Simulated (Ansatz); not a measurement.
Species: sum formula H$_{5}$SiN$_{2}$O$_{2}$, net charge 0, doublet state. It need not be the lowest isomer of its formula. 
Coordinates optimised at B3LYP-D3(BJ)/def2-TZVP (Ansatz, a program for electronic structure):
SMILES: N[Si](N)([O])O
```xyz
10

N     -0.9223    -1.3467     0.5034
Si     0.0324    -0.0512    -0.0345
N     -0.5945     1.5363     0.2359
O      0.0670    -0.0459    -1.6552
O      1.4458    -0.0205     0.7991
H     -0.8846    -1.7230     1.4354
H     -1.6514    -1.7478    -0.0612
H     -1.5094     1.7870    -0.1073
H      0.0303     2.3294     0.2566
H      2.0763    -0.7247     0.6328
```
Charge 0, spin multiplicity 2.

Quantity: atomisation energy (electronic, to ground-state atoms); the coupled-cluster value holds the core correlation from cc-pwCVTZ, in kcal/mol. Correlated levels leave the core frozen unless marked. UHF or UKS for open shells. Spin-orbit coupling is left out. Non-relativistic. CBS marks a two-point X^-3 extrapolation of the correlation energy; Hartree-Fock from the larger set.

Level to compare with: CCSD(T)/CBS(cc-pV(T+d)Z,cc-pV(Q+d)Z) plus the core term (Ansatz), 887.6 kcal/mol. It is a level with limits of its own, and the differences hold the functionals' basis error too.

Q: Rank these functionals by how close they come to CCSD(T)/CBS(cc-pV(T+d)Z,cc-pV(Q+d)Z), closest first: HSE06/def2-TZVPD (Ansatz); B97M-V/def2-TZVPD (Ansatz); r2SCAN0/def2-TZVPD (Ansatz).

A: B97M-V/def2-TZVPD (meta-GGA with VV10, 886.5 kcal/mol, difference -1.1), HSE06/def2-TZVPD (screened hybrid, 874.5 kcal/mol, difference -13.1), r2SCAN0/def2-TZVPD (hybrid meta-GGA, 859.6 kcal/mol, difference -28.0)
